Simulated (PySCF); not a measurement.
AlF₂I, singlet, geometry from GFN2-xTB (such geometries of metal compounds can be far from the true shape) (all electrons, no relativity); SA2-CASSCF(4,3)/STO-3G run with PySCF.

PySCF was given this input:
```python
from pyscf import gto, scf, mcscf
import numpy

mol = gto.Mole()
mol.atom = '''
    Al   -1.04092984    0.60882840   -0.67088906
    F    -2.49372576   -0.12236126   -0.87063482
    F    -0.90122339    2.10802963   -1.31744181
    I     0.83182321   -0.48652424    0.53611788
'''
mol.basis = 'sto-3g'
mol.verbose = 4
mol.build()

mf = scf.RHF(mol)
mf.kernel()
mc = mcscf.CASSCF(mf, 3, 4)
mc.fix_spin_(ss=0.0)
mc = mc.state_average_([0.5, 0.5])
mc.kernel()
```

The log (banner, timings and long lists left out):

```
PySCF version 2.14.0

[INPUT] verbose = 4
[INPUT] num. atoms = 4
[INPUT] num. electrons = 84
[INPUT] charge = 0
[INPUT] spin (= nelec alpha-beta = 2S) = 0
[INPUT] symmetry False subgroup None
[INPUT] Mole.unit = angstrom
[INPUT] Symbol           X                Y                Z      unit          X                Y                Z       unit  Magmom
[...]
nuclear repulsion = 376.965245281632
number of shells = 22
number of NR pGTOs = 138
number of NR cGTOs = 46
basis = sto-3g
ecp = {}

******** <class 'pyscf.scf.hf.RHF'> ********
method = RHF
initial guess = minao
damping factor = 0
level_shift factor = 0
DIIS = <class 'pyscf.scf.diis.CDIIS'>
diis_start_cycle = 1
diis_space = 8
diis_damp = 0
SCF conv_tol = 1e-09
SCF conv_tol_grad = None
SCF max_cycles = 50
direct_scf = True
direct_scf_tol = 1e-13
Set gradient conv threshold to 3.16228e-05
Initial guess from minao.
init E= -7263.43210768964
[...]
cycle= 1 E= -7285.82023147384  delta_E= -22.4  |g|= 0.502  |ddm|= 2.46
[...]
cycle= 2 E= -7285.93716963001  delta_E= -0.117  |g|= 0.12  |ddm|= 1.12
[...]
cycle= 3 E= -7285.94220914243  delta_E= -0.00504  |g|= 0.0181  |ddm|= 0.182
[...]
cycle= 4 E= -7285.94243766553  delta_E= -0.000229  |g|= 0.00383  |ddm|= 0.0462
[...]
cycle= 5 E= -7285.94245166184  delta_E= -1.4e-05  |g|= 0.000839  |ddm|= 0.012
[...]
cycle= 6 E= -7285.94245236694  delta_E= -7.05e-07  |g|= 0.000137  |ddm|= 0.00292
[...]
cycle= 7 E= -7285.94245238622  delta_E= -1.93e-08  |g|= 1.74e-05  |ddm|= 0.000504
[...]
cycle= 8 E= -7285.94245238654  delta_E= -3.22e-10  |g|= 2.64e-06  |ddm|= 6.92e-05
[...]
Extra cycle  E= -7285.94245238654  delta_E= -5.46e-12  |g|= 1.21e-06  |ddm|= 6.89e-06
converged SCF energy = -7285.94245238654

******** <class 'pyscf.mcscf.addons.StateAverageCASSCF'> ********
CAS (2e+2e, 3o), ncore = 40, nvir = 3
max_cycle_macro = 50
max_cycle_micro = 4
conv_tol = 1e-07
conv_tol_grad = None
orbital rotation max_stepsize = 0.02
orbital rotation threshold for CI restart = 0.01
augmented hessian ah_max_cycle = 30
augmented hessian ah_conv_tol = 1e-12
augmented hessian ah_linear dependence = 1e-14
augmented hessian ah_level shift = 1e-08
augmented hessian ah_start_tol = 2.5
augmented hessian ah_start_cycle = 3
augmented hessian ah_grad_trust_region = 3
kf_trust_region = 3
kf_interval = 4
ci_response_space = 4
ci_grad_trust_region = 3
with_dep4 0
natorb = False
canonicalization = True
sorting_mo_energy = False
ao2mo_level = 2
internal_rotation = False
[...]
CASCI E = -7285.77926668026  S^2 = 0.0000000
[...]
               |grad[o]|=0.00821  |ddm|=0.00849  |maxRot[o]|=0.0128
macro iter  28 ( 21 JK    4 micro), CASSCF E = -7285.79841380760  dE = -2.22516264e-04  S^2 = 0.0000000
               |grad[o]|=0.00792  |ddm|=0.00841  |maxRot[o]|=0.0175
macro iter  29 ( 21 JK    4 micro), CASSCF E = -7285.79871790148  dE = -3.04093881e-04  S^2 = 0.0000000
               |grad[o]|=0.00731  |ddm|=0.00742  |maxRot[o]|=0.0203
macro iter  30 ( 21 JK    4 micro), CASSCF E = -7285.79896648644  dE = -2.48584960e-04  S^2 = 0.0000000
               |grad[o]|=0.00632  |ddm|=0.00593  |maxRot[o]|=0.0183
macro iter  31 ( 21 JK    4 micro), CASSCF E = -7285.79916120738  dE = -1.94720943e-04  S^2 = 0.0000000
               |grad[o]|=0.00524  |ddm|=0.00465  |maxRot[o]|=0.0193
macro iter  32 ( 21 JK    4 micro), CASSCF E = -7285.79929781173  dE = -1.36604348e-04  S^2 = 0.0000000
               |grad[o]|=0.00407  |ddm|=0.00354  |maxRot[o]|=0.0209
macro iter  33 ( 20 JK    4 micro), CASSCF E = -7285.79940593579  dE = -1.08124057e-04  S^2 = 0.0000000
               |grad[o]|=0.0028  |ddm|=0.00273  |maxRot[o]|=0.0211
macro iter  34 ( 18 JK    4 micro), CASSCF E = -7285.79941814947  dE = -1.22136862e-05  S^2 = 0.0000000
               |grad[o]|=0.00159  |ddm|=0.00169  |maxRot[o]|=0.0122
macro iter  35 ( 16 JK    4 micro), CASSCF E = -7285.79945435945  dE = -3.62099709e-05  S^2 = 0.0000000
               |grad[o]|=0.00134  |ddm|=0.00121  |maxRot[o]|= 0.02
macro iter  36 ( 16 JK    4 micro), CASSCF E = -7285.79950720834  dE = -5.28488963e-05  S^2 = 0.0000000
               |grad[o]|=0.00106  |ddm|=5.56e-05  |maxRot[o]|=0.0611
macro iter  37 ( 11 JK    3 micro), CASSCF E = -7285.79952717685  dE = -1.99685119e-05  S^2 = 0.0000000
               |grad[o]|=0.000538  |ddm|=0.000329  |maxRot[o]|=0.0351
macro iter  38 (  3 JK    1 micro), CASSCF E = -7285.79952719562  dE = -1.87637852e-08  S^2 = 0.0000000
               |grad[o]|=4.3e-05  |ddm|=9.62e-06  |maxRot[o]|=0.00104
1-step CASSCF converged in  38 macro (625 JK 134 micro) steps
CASSCF canonicalization
Density matrix diagonal elements [1.97598199 1.49985253 0.52416547]
CASSCF energy = -7285.79952719562
CASCI E = -7285.79952719562  E(CI) = -3.28344963071868  S^2 = 0.0000000
CASCI state-averaged energy = -7285.79952719562
CASCI energy for each state
  State 0 weight 0.5  E = -7285.94627141432 S^2 = 0.0000000
  State 1 weight 0.5  E = -7285.65278297692 S^2 = 0.0000000
```
